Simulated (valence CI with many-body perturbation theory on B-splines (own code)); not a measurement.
The numbers below are computed, except where a source is named.
**From CI to CI+MBPT in I³⁸⁺**

Method: valence CI with perturbative core correlation (CI+MBPT): five valence electrons over a frozen Dirac-Fock core [Ne], radial functions for each j: 9 s, 9 p, 8 d, 6 f, 3 g, 1 h, with the one-electron correlation potential Σ1 (screened to all orders), the two-electron term Σ2, the three-electron term Σ3, Breit, model QED; selected single and double excitations, second order for the rest (own B-spline code, finite nucleus).

The last digits are not significant, and no measured levels were compared; by estimate large intervals hold to a few tenths of a per cent, small ones and those within an open d or f shell to about a per cent. Among the levels kept, up to 530 cm⁻¹ of a level comes from second order outside the variational space, and about a tenth of that is noise between levels of different J, which matters for small intervals.

Each rung adds one term. CI alone is the Dirac-Coulomb CI over the frozen core; QED comes last and gives the full result, which names the levels. Energies are above (3s^2 3p1/2^2 3p3/2) J=3/2 on the same rung, in cm⁻¹.

Levels are named by their leading jj configuration (3d3/2^4 stands for four electrons in 3d with j = 3/2), which in mixed levels can hold well under half, so a name can repeat and another be missing. Letters in brackets count levels of one name in rising energy.

```csv
Level,CI alone
(3s^2 3p1/2 3p3/2^2) J=3/2,526939
(3s^2 3p1/2 3p3/2^2) J=5/2,593240
(3s^2 3p1/2 3p3/2^2) J=1/2,671047
(3s^2 3p1/2^2 3d3/2) J=3/2,1200730
(3s^2 3p3/2^3) J=3/2,1207070
(3s 3p1/2^2 3p3/2^2) J=5/2,1310460
(3s^2 3p1/2^2 3d5/2) J=5/2,1456240
(3s 3p1/2^2 3p3/2^2) J=1/2,1526270
(3s 3p1/2^2 3p3/2^2) J=3/2,1537830
(3s^2 3p1/2 3p3/2 3d3/2) J=5/2 [a],1728490
(3s^2 3p1/2 3p3/2 3d3/2) J=3/2 [a],1732920
(3s^2 3p1/2 3p3/2 3d3/2) J=1/2 [a],1737440
(3s^2 3p1/2 3p3/2 3d3/2) J=7/2,1791210
(3s^2 3p1/2 3p3/2 3d5/2) J=3/2 [a],1834780
(3s^2 3p1/2 3p3/2 3d5/2) J=7/2 [a],1867520
(3s^2 3p1/2 3p3/2 3d5/2) J=5/2 [a],1890040
```

(1) What do these energies become with core correlation, Breit and QED?

(2) How does the ionisation energy move along the ladder, and which term matters most?

Answers

(1) (3s^2 3p1/2 3p3/2^2) J=3/2 521357 (-5582); (3s^2 3p1/2 3p3/2^2) J=5/2 585596 (-7644); (3s^2 3p1/2 3p3/2^2) J=1/2 664679 (-6368); (3s^2 3p1/2^2 3d3/2) J=3/2 1192000 (-8729); (3s^2 3p3/2^3) J=3/2 1194480 (-12593); (3s 3p1/2^2 3p3/2^2) J=5/2 1299730 (-10727); (3s^2 3p1/2^2 3d5/2) J=5/2 1442070 (-14173); (3s 3p1/2^2 3p3/2^2) J=1/2 1515810 (-10464); (3s 3p1/2^2 3p3/2^2) J=3/2 1525900 (-11922); (3s^2 3p1/2 3p3/2 3d3/2) J=5/2 [a] 1712510 (-15986); (3s^2 3p1/2 3p3/2 3d3/2) J=3/2 [a] 1717760 (-15162); (3s^2 3p1/2 3p3/2 3d3/2) J=1/2 [a] 1723440 (-13992); (3s^2 3p1/2 3p3/2 3d3/2) J=7/2 1773020 (-18195); (3s^2 3p1/2 3p3/2 3d5/2) J=3/2 [a] 1818530 (-16252); (3s^2 3p1/2 3p3/2 3d5/2) J=7/2 [a] 1848440 (-19078); (3s^2 3p1/2 3p3/2 3d5/2) J=5/2 [a] 1870920 (-19117).

(2) CI alone 2683.2, + Σ1 2684.1, + Σ2 2684.1, + Σ3 2683.8, + Breit 2682.1, + QED 2682.1 eV. The largest step is Breit, -1.6 eV. NIST lists 2680 ± 4 eV (theoretical).
